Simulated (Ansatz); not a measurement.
System: CuF, charge 0, multiplicity 3. The spin state was set by rule; other spins were not relaxed. SMILES of the parent species: [F][Cu]
Coordinates optimised at B3LYP-D3(BJ)/def2-TZVP (Ansatz, a program for electronic structure):
```xyz
2

Cu     0.0000     0.0000    -0.4180
F      0.0000     0.0000     1.3470
```
Charge 0, spin multiplicity 3.

Computed values are from Ansatz. Cores are frozen in the correlated levels unless marked. UHF or UKS for open shells. No spin-orbit coupling. The frozen core is the preceding noble-gas configuration, with the filled d and f shells of earlier blocks. Non-relativistic. Basis-set limits of correlation are two-point, X^-3; Hartree-Fock from the larger set.

**Question.** What is the atomisation energy De at CCSD(T)/CBS(def2-TZVPPD,def2-QZVPPD)?

**Answer.** 52.4 kcal/mol.

**Question.** What is the total energy at CCSD(T)/CBS(def2-TZVPPD,def2-QZVPPD)?

**Answer.** -1739.2021 Eh.

**Question.** What is the T1 diagnostic at CCSD/def2-QZVPPD?

**Answer.** 0.028.

**Question.** What is the dipole moment at CCSD(T)/def2-SVPD?

**Answer.** 2.60 D.
